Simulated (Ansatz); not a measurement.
Results of the Gaussian-basis code of Ansatz.

A structure relaxed at PBE0-D4/def2-TZVP, charge 0, multiplicity 1:

```xyz
14

B     1.6182   -1.0419   -1.2180
C     0.9421   -0.6970    0.1014
C    -0.1534    0.0818    0.2666
C    -0.8926    0.7434   -0.8470
C    -0.7206    0.3441    1.6225
H     2.5881   -1.7457   -1.2263
H     1.2176   -0.6348   -2.2710
H     1.3603   -1.1033    1.0224
H    -0.9077    1.8276   -0.6924
H    -1.9391    0.4206   -0.8439
H    -0.4606    0.5319   -1.8214
H    -1.7621    0.0081    1.6721
H    -0.7379    1.4200    1.8279
H    -0.1525   -0.1547    2.4073
```

Give its formula and SMILES.

C4H9B, `BC=C(C)C`.

Point group (tolerance 0.08 Å, 0.16 Å for H)?

Cs.

Summarise the bond lengths by kind.

1 × B–C 1.522 Å; 2 × B–H 1.198 Å; 3 × C–C 1.354 to 1.493 Å; 7 × C–H 1.087 to 1.095 Å.
